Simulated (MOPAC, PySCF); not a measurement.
C₃H₂O, SMILES `C#C[C]O` (lower singlet), neutral singlet in the gas phase. This singlet lies 0.63 eV below the relaxed triplet at the level B3LYP/cc-pVTZ // PBE0-D3(BJ)/def2-TZVP (Ansatz).

Cartesian coordinates (Å):
```xyz
6

C      1.7047     0.0281    -0.0694
C      0.4945     0.0155    -0.0390
C     -0.8949     0.0144    -0.2680
O     -1.5673    -0.0496     0.8557
H      2.7696     0.0384    -0.0823
H     -2.5066    -0.0468     0.6329
```
Charge 0, spin multiplicity 1.

All levels are single points at this geometry (PBE0-D3(BJ)/def2-TZVP); Pople sets use spherical d functions. Orbital energies aren't observables, and empty levels follow the basis.

PBE0-D3(BJ)/def2-TZVP in PySCF gives gap (eV) = 4.02.

Q: Estimate the gap (eV) from each of these levels: B3LYP/3-21G in PySCF; M06-2X/6-31G* in PySCF; SVWN5/6-31G* in PySCF; PM6 in MOPAC; PM7 in MOPAC.

A: 
```csv
level,gap (eV)
B3LYP/3-21G in PySCF,3.42
M06-2X/6-31G* in PySCF,6.29
SVWN5/6-31G* in PySCF,1.41
PM6 in MOPAC,9.26
PM7 in MOPAC,9.45
```
